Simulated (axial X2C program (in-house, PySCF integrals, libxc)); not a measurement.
# Nuclear properties of NInN²⁺

Calculated with an axial X2C code built on PySCF integrals: two-component X2C with atomic mean-field Coulomb and Gaunt terms, Gaussian nuclei, basis N dyall-av3z, In dyall-v3z with contracted cores.

N–In–N held linear, with bonds 2.291 and 2.291 Å (near the PBE0 minimum at charge 2 of the determinant lowest at the starting distance; the state shown can have its own minimum elsewhere, held linear; other orders of the atoms were not compared).

Input and command:
```json
{"zs": [7, 49, 7], "q": 2, "bas": ["dyall-av3z", "dyall-v3z", "dyall-av3z"], "r0": [1.96, 1.96], "symm": 1, "scan": ["PBE0", "HF", "TPSSh"], "levels": ["PBE0", "HF", "BHandHLYP"], "nst": 2}
```
```bash
python solin.py task.json out
```

Keys: zs atomic numbers; q charge; bas basis sets; r0 starting distance in Å; symm equal bonds; scan levels of the two-bond scan; levels methods; nst determinants followed.

Determinant lowest in the PBE0 search, Ω = 5/2 (⟨Sz⟩ = 2.50, ⟨Lz⟩ = 0.00 at PBE0), spin on the atoms N 1.33, In -0.17, N 1.33:

```
    level  A∥/gI N (MHz)  qzz N (a.u.)  A∥/gI In (MHz)  qzz In (a.u.)
     PBE0          -11.9          0.69           -1510          -2.30
       HF           16.2          0.48           -2480          -2.46
BHandHLYP            4.2          0.69           -1820          -2.39
```

A∥ (defined per Ω) follows by multiplying with gI = μI/(I μN); qzz is the electric field gradient, eQq0 = 234.96 MHz × Q/barn × qzz. The operators were transformed with the bare-nucleus X2C matrices; with these basis sets, hyperfine constants and field gradients can be off by tens of per cent, and where levels differ in sign neither size nor sign is settled.

Problem. With Q(14N) = 0.02044 barn, gI(115In) = 1.2313, Q(115In) = 0.772 barn (g factors from the IAEA table of nuclear moments by Stone; Q from Pyykkö, Mol. Phys. 2018), turn the PBE0 values of the first state into constants in MHz.

Solution. eQq0(14N) = 234.96 × (0.02044) × (0.69) = 3.31 MHz; A∥(115In) = -1510 × 1.2313 = -1860 MHz; eQq0(115In) = 234.96 × (0.772) × (-2.30) = -417 MHz.

The molecule was held linear; bending was not examined, so a bent shape may lie lower.

Each state is one determinant with collinear spin, which with several unpaired electrons need not be a pure state. Unrestricted Hartree–Fock can overshoot spin polarisation at the nuclei. This is the top spin component of a Σ state; components of lower Ω are not single determinants and can lie lower. With several open shells hyperfine constants can be off by a factor of several. The search compared states at one distance, so a state with another bond length can lie lower. Further determinants of the search, some of them spin-mixed, are not shown. Where a field gradient or hyperfine factor spreads by more than a factor of two over the levels, a constant derived from it is not to be relied on.
